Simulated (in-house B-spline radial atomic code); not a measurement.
Values are calculated unless marked as measured or tabulated.
# Making a Troullier-Martins d channel for V, r_c = 2.31 bohr

V, [Ar] 3d3 4s2, non-relativistic LDA (VWN5), spherical and spin-unpolarised, from an all-electron radial atomic-structure program (B-spline basis) (atomic units). The all-electron 3d level is ε = -0.204634 hartree and its outer maximum at 0.89 bohr.

Inside r_c the pseudo-orbital is u(r) = r^3 exp(p(r)), with p = c0 + c2 r² + c4 r⁴ + … + c12 r¹². The seven coefficients follow from p and its first four derivatives at r_c, from zero curvature of the screened potential at the origin, c4 = −c2²/(2l + 5), and from the norm inside r_c. At r_c the all-electron orbital has P = 0.4099705, P' = -0.25308, the screened potential V = -0.589561, V' = 0.5404516, V'' = -0.8066725, and the norm inside is Q = 0.8658855.

Question: What are p, p' and p'' at r_c?

Answer: p = ln(P/r_c^3) = ln(0.4099705/12.3264) = -3.40341. p' = P'/P − 3/r_c = -0.61731 − 1.29870 = -1.91601. The radial equation gives p'' = 2(V − ε) − 2(3) p'/r_c − p'² = -0.76985 − (-4.97666) − 3.67111 = 0.53570. Differentiating, p''' = 2V' + 2(3)p'/r_c² − 2(3)p''/r_c − 2p'p'' = -0.41211, and p'''' = 2V'' − 4(3)p'/r_c³ + 4(3)p''/r_c² − 2(3)p'''/r_c − 2p''² − 2p'p''' = 0.37388.

For a trial c2 the five matching conditions are linear in c0, c6, c8, c10 and c12, and c2 is varied until the norm inside r_c equals Q. The root nearest zero gives:

```tsv
n	c_n
0	1.292345
2	-1.321062
4	-0.1939116
6	0.1645196
8	-0.03679275
10	0.003707562
12	-0.0001443279
```

Question: Check c4 and p(r_c), and find the screened pseudopotential at the origin.

Answer: −c2²/9 = -0.193912, as listed. The terms c_n r_c^n are 1.29235, -7.04932, -5.52143, 24.99710, -29.83033, 16.04014, -3.33192, which sum to -3.40341. Inverting the radial equation, V_l(r) = ε + 3 p'/r + (p'' + p'²)/2, so V_l(0) = ε + (2l + 3) c2 = -0.204634 + 7 × (-1.32106) = -9.4521 hartree, finite where the all-electron potential diverges.

Orbitals and screened potentials:

```tsv
r (bohr)	P	u	V all-electron	V pseudo
0.231	0.2276	0.04181	-52.92	-9.431
0.578	0.7094	0.4451	-11.71	-8.769
0.924	0.8145	0.8785	-4.578	-6.298
1.271	0.7378	0.8632	-2.254	-2.884
1.617	0.6198	0.6586	-1.303	-0.8528
1.964	0.5064	0.5086	-0.8389	-0.5726
2.31	0.41	0.41	-0.5896	-0.5896
```

Logarithmic derivatives P'/P at R = 2.61 bohr, for energies E around ε:

| E − ε (hartree) | all-electron | pseudo |
| --- | --- | --- |
| -0.5 | 1.07859 | 1.11005 |
| -0.25 | 0.703516 | 0.731659 |
| -0.1 | 0.235241 | 0.250342 |
| 0 | -0.622837 | -0.622837 |
| 0.1 | -16.6038 | -11.5299 |
| 0.25 | 2.10855 | 2.4388 |
| 0.5 | 1.0362 | 1.25693 |
